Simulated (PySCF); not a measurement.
# Working with the constants of BiCl⁺

UHF-CCSD(T) constants of BiCl⁺, ²Π (doublet), unpaired electrons π ↑ (PySCF, scalar-relativistic core potentials, basis sets Bi cc-pVDZ-PP with ECP60, Cl cc-pV(D+d)Z; masses 208.9804 and 34.9689 u):

- ωe: 384.1 cm⁻¹
- ωexe: 1.07 cm⁻¹
- Be: 0.099021 cm⁻¹
- αe: 0.000371 cm⁻¹

Task: What force constant and bond length do these constants imply?

Result: Reduced mass μred = 29.956 u; k = 5.8918×10⁻⁷·μred·ωe² (u, cm⁻¹, mdyn/Å) = 2.60 mdyn/Å; Re = √(16.8576/(μred·Be)) (u, cm⁻¹, Å) = 2.384 Å.

Task: Estimate the centrifugal constant D from the Kratzer relation and find the Dunham coefficient a1.

Result: D = 4Be³/ωe² = 2.63e-08 cm⁻¹; a1 = −1 − αeωe/(6Be²) = -3.42.

Correlated steps freeze 9 core orbitals. Spin–orbit coupling is left out, which matters for elements this heavy, above all for dissociation energies. The state is the lowest determinant that a PBE0 search found; another state may lie lower at other levels.
